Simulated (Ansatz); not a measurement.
Born–Oppenheimer molecular dynamics of C$_{2}$H$_{2}$AlCl$_{2}$F (8 atoms, charge 0, multiplicity 1). It goes on from the last frame of an earlier run, with new velocities.

These are results of Ansatz, RKS PBE0/STO-3G, not measurements.

* ensemble: NVT, Nosé–Hoover chain
* time step: 0.5 fs
* steps asked: 190
* set temperature: 300 K
* thermostat: time constant 20 fs, chain length 3
* seed: 478776

First frame:

```xyz
8
Properties=species:S:1:pos:R:3
F 1.194 -1.433 0.223
C 0.197 -0.561 0.489
Cl 2.000 2.217 0.947
C -0.835 -0.860 1.294
Al 0.686 1.160 -0.252
Cl -0.501 2.350 -1.477
H -0.875 -1.853 1.736
H -1.616 -0.183 1.581
```

(1) How far do the bonds stretch over the last three quarters of this one trajectory? (Pairs bonded in most of those frames.)

## Answers

(1) 
```json
{"bond": "F1–C2", "mean (Å)": "1.379", "spread (Å)": "0.026", "shortest": "1.33", "longest": "1.42"}
{"bond": "C2–C4", "mean (Å)": "1.347", "spread (Å)": "0.010", "shortest": "1.32", "longest": "1.36"}
{"bond": "C2–Al5", "mean (Å)": "1.920", "spread (Å)": "0.027", "shortest": "1.88", "longest": "1.97"}
{"bond": "Cl3–Al5", "mean (Å)": "2.065", "spread (Å)": "0.022", "shortest": "2.03", "longest": "2.10"}
{"bond": "C4–H7", "mean (Å)": "1.095", "spread (Å)": "0.012", "shortest": "1.07", "longest": "1.13"}
{"bond": "C4–H8", "mean (Å)": "1.096", "spread (Å)": "0.026", "shortest": "1.05", "longest": "1.14"}
{"bond": "Al5–Cl6", "mean (Å)": "2.078", "spread (Å)": "0.026", "shortest": "2.02", "longest": "2.11"}
```

Mean temperature of the second half: 277 K. The conserved energy stayed within 0.093 meV per atom of its start (net change 0.047 meV per atom), so the integration is sound. A run of 0.095 ps of so small a system gives no equilibrium averages. Limits of this set-up: minimal basis.

The run took 16 min on 1 thread of Intel(R) Xeon(R) Processor @ 2.50GHz (Skylake/Cascade Lake), on a shared host, peak memory 0.11 GiB.
